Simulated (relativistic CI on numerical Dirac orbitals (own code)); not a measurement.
# d1 to d9 in one octahedral field

Computed with a parametric ligand-field model without spin-orbit coupling, by exact diagonalisation: B = 620, C = 3020, 10Dq = 26600 cm⁻¹ (Oh; |10Dq|/B = 42.9) for every shell. Energies in cm⁻¹; the field energy is (0.6 n_e − 0.4 n_t2) × 10Dq of the ground term; g labels are left out.

```csv
Shell,Ground term,Electrons in e,Field energy,First spin-allowed bands,Lowest term of other spin
d1,2T2,0.000,-10640,2E 26600,
d2,3T1,0.013,-20938,"3T2 25164, 3T1 33029",1T2 10008
d3,4A2,0.000,-31920,"4T2 26600, 4T1 33401",2E 13893
d4,3T1,0.023,-41956,"3E 23833, 3T1 24617",1T2 8565
d5,2T2,0.041,-52099,"2A2 23031, 2T1 23235",4T1 12687
d6,1A1,0.033,-62955,"1T1 24501, 1T2 33060",3T1 18130
d7,2E,1.023,-47271,"2T1 24338, 2T2 25082",4T1 12439
d8,3A2,2.000,-31920,"3T2 26600, 3T1 33401",1E 10914
d9,2E,3.000,-15960,2T2 26600,
```

Low spin: d4, d5, d6, d7; the other shells keep the spin of the free ion. Only d4 to d7 can choose; the field needed to pair spins is smallest for d6 and largest for d5, which loses most exchange energy. In the strong-field picture 10Dq must exceed about 6B + 5C = 18820 (d4), 7.5B + 5C = 19750 (d5), 2.5B + 4C = 13630 (d6) and 4B + 4C = 14560 (d7); mixing of terms shifts these bounds somewhat.
